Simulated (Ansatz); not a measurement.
A run for Ansatz (a first-principles code): R-CCSD(T)/def2-TZVPPD on AsH3 (SMILES [AsH3]) with ghost functions, monomers drawn apart or pushed together. Files ending in .json are basis or fitting sets from the Basis Set Exchange. The run froze 14 orbitals, filled d shells among them.

Ansatz 0.2 input:
```yaml
crystal:
  periodic: [false, false, false]
  atoms:
    - {symbol: As, position_ang: [-0.44002219, -0.29228999, 4.43363439]}
    - {symbol: H, position_ang: [-1.80375011, 0.38519608, 4.47151607]}
    - {symbol: H, position_ang: [0.29359762, 1.04132551, 4.49209968]}
    - {symbol: H, position_ang: [-0.40490286, -0.45267055, 5.95187043]}
basis:
  gaussian:
    orbitals: def2-TZVPPD.json
    ghost_atoms:
      - {symbol: P, position_ang: [-0.55176334, 0.17664237, 0.27429872]}
      - {symbol: H, position_ang: [0.71621281, -0.45638740, 0.25560218]}
      - {symbol: H, position_ang: [-1.26417286, -1.04837040, 0.24526878]}
      - {symbol: H, position_ang: [-0.59406875, 0.34277546, -1.13506981]}
magnetization: {spin_polarized: false}
correlation: {method: ccsd_t, electrons: outside_noble_gas}
scf: {lower_state_search: off}
```

Output:

```
WARN ansatz: RAYON_NUM_THREADS=2 ignored (pool sized by the plan → 2); use --threads N
Functional definition: HF
these checks for a lower state are left out or cut short: stability, starts, cluster_reference, orbital_swaps, neighbouring_geometries, increment
integrals: 0.83 GiB planned
1142 factors; integrals over basis functions are off by at most 1.1e-3 eV
mean field: 0.64 GiB planned
mean field evaluation 1: about -60842.2745 eV, gradient 8.7e0 eV
mean field evaluation 2: about -60842.3184 eV, gradient 8.8e0 eV
mean field evaluation 4: about -60842.8002 eV, gradient 7.1e-1 eV
mean field evaluation 8: about -60842.8040 eV, gradient 6.5e-2 eV
mean field -60842.80404363 eV, -2235.9318078696 hartree, gradient 2.9e-6 eV, S^2 0.000000; 0 other end points of the search recorded, 0 dependent functions left out
14 core orbitals not correlated
reference -60842.80404363 eV, -2235.9318078696 hartree; 4, 4 occupied and 186, 186 virtual orbitals, 1142 factors
second order -4.30572129 eV of doubles, -0.00000000 eV of singles
coupled cluster: 2.06 GiB planned
cycle   1  -4.83128397 eV  change   -5.3e-1 eV  update   5.7e-2
cycle   2  -5.02967319 eV  change   -2.0e-1 eV  update   2.0e-2
cycle   3  -5.04105499 eV  change   -1.1e-2 eV  update   5.6e-3
cycle   4  -5.03960646 eV  change    1.4e-3 eV  update   1.9e-3
cycle   5  -5.03909092 eV  change    5.2e-4 eV  update   5.2e-4
cycle   6  -5.03907835 eV  change    1.3e-5 eV  update   1.6e-4
cycle   7  -5.03910920 eV  change   -3.1e-5 eV  update   5.6e-5
cycle   8  -5.03911396 eV  change   -4.8e-6 eV  update   2.0e-5
cycle   9  -5.03911157 eV  change    2.4e-6 eV  update   6.8e-6
perturbative correction -0.16205237 eV, -0.0059553147 hartree
Total energy: -60848.00520756 eV, -2236.1229471187 hartree
Checks for a lower state left out: stability, starts, cluster_reference, orbital_swaps, neighbouring_geometries, increment
```

The calculation finished and met its thresholds.

Cost: very roughly 28 core-seconds.
